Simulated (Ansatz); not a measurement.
Harmonic frequencies (cm⁻¹) at PBE0-D4/def2-TZVP from Ansatz: 55, 139, 179, 236, 277, 385, 396, 497, 657, 708, 720, 837, 931, 941, 957, 962, 1116, 1151, 1267, 1355, 1401, 2230, 2248, 2251, 2706, 2994, 3820.

Each molecule was computed in one conformer, which needn't be the lowest.

Problem. Which molecule is it?
A. `CC(C)(Cl)Cl`
B. `[SiH3][Si]1(Cl)C=C1`
C. `C#CSB[SiH2]C`
D. `OC(S)O[SiH3]`

Solution. D.
